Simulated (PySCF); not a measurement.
Species: C3H7Br.
Numbering: `[CH3:1][CH2:2][CH2:3][Br:4]` (hydrogens: H5, H6, H7 on C1; H8, H9 on C2; H10, H11 on C3)

Geometry (PBE0-D3(BJ)/def2-SVP, Å), atoms numbered from 1 in this order:
```
atom  x, y, z in Å
C1    -1.6799    0.4921   -0.0560
C2    -0.9555   -0.6799   -0.6948
C3     0.3257   -0.3179   -1.4145
Br4    1.6881    0.4028   -0.2182
H5    -1.0586    0.9646    0.7191
H6    -1.9280    1.2640   -0.8022
H7    -2.6194    0.1654    0.4136
H8    -0.7384   -1.4541    0.0595
H9    -1.6084   -1.1596   -1.4461
H10    0.7906   -1.1936   -1.8846
H11    0.1652    0.4533   -2.1803
```

Level of theory: PBE0-D3(BJ)/def2-SVP geometry optimisation, gas phase in PySCF 2.14.0.

Masses are those of the commonest isotopes; rigid-rotor values at the optimised geometry. The values belong to one conformer with, in the numbering `[CH3:1][CH2:2][CH2:3][Br:4]`, C1–C2–C3–Br4 64°.

**Question.** Give the principal moments of inertia and the rotational constants in cm⁻¹.

**Answer.** Ia = 45.67, Ib = 221.60, Ic = 249.76 u·Å²; 505379 MHz·u·Å²/I gives 11066, 2281 and 2023 MHz, that is A = 0.36914, B = 0.07607, C = 0.06750 cm⁻¹.

**Question.** What kind of rotor is it?

**Answer.** A near-prolate asymmetric top; Ray's κ = -0.943.

**Question.** Is it planar, by Δ = Ic − Ia − Ib?

**Answer.** Not planar: Δ = Ic − Ia − Ib = -17.51 u·Å². For a rigid frame Δ = −2 Σ m c², so Σ m c² = 8.76 u·Å² lies off the ab plane: 5.79 from hydrogen and 2.97 from heavier atoms. The atom farthest from that plane is 1.45 Å away.

**Question.** Which lines would a microwave search look for?

**Answer.** The dipole components are |μa| = 1.73 D, |μb| = 0.99 D, |μc| = 0.20 D. The squared components, which scale the intensities, stand as 1.00 : 0.33 : 0.01 (a : b : c). Some lines, for components of 0.1 D or more:

```csv
type,branch,"J(Ka,Kc)",MHz,lower level (cm⁻¹)
a,R,"1(0,1) ← 0(0,0)",4304,0.000
c,Q,"3(1,3) ← 3(0,3)",8167,0.860
c,Q,"2(1,2) ← 2(0,2)",8534,0.431
a,R,"2(0,2) ← 1(0,1)",8603,0.144
b,Q,"1(1,0) ← 1(0,1)",9043,0.144
b,Q,"3(1,2) ← 3(0,3)",9710,0.860
a,R,"3(1,3) ← 2(1,2)",12523,0.715
a,R,"3(2,2) ← 2(2,1)",12912,1.620
a,R,"3(1,2) ← 2(1,1)",13294,0.741
c,R,"2(1,1) ← 1(0,1)",17908,0.144
b,R,"3(1,3) ← 2(0,2)",21057,0.431
c,R,"3(1,2) ← 2(0,2)",22600,0.431
c,Q,"3(2,2) ← 3(1,2)",25975,1.184
c,Q,"2(2,1) ← 2(1,1)",26357,0.741
b,Q,"2(2,0) ← 2(1,1)",26363,0.741
b,R,"2(2,1) ← 1(1,0)",35223,0.445
c,R,"2(2,0) ← 1(1,0)",35228,0.445
c,R,"2(2,1) ← 1(1,1)",35480,0.437
b,R,"3(2,2) ← 2(1,1)",39270,0.741
c,Q,"3(3,1) ← 3(2,1)",44547,2.052
b,R,"3(3,1) ← 2(2,0)",57482,1.620
b,R,"3(3,0) ← 2(2,1)",57488,1.620
```

**Question.** Estimate the classical rotational partition function at 100 K, 200 K and 500 K.

**Answer.** Point group C1, symmetry number σ = 1; q = (√π/σ)·√((kT/h)³/(ABC)), k/h = 20836.6 MHz/K: 23600 at 100 K, 66700 at 200 K, 264000 at 500 K.

Not checked by PBE0-D3(BJ)/def2-SVP frequencies. These are rigid-rotor constants of the computed structure; measured ground-state constants (B0) also hold zero-point vibration. A rigid rotor knows nothing of internal rotation, which can split or shift real lines. Quadrupole hyperfine structure (79Br) is left out.
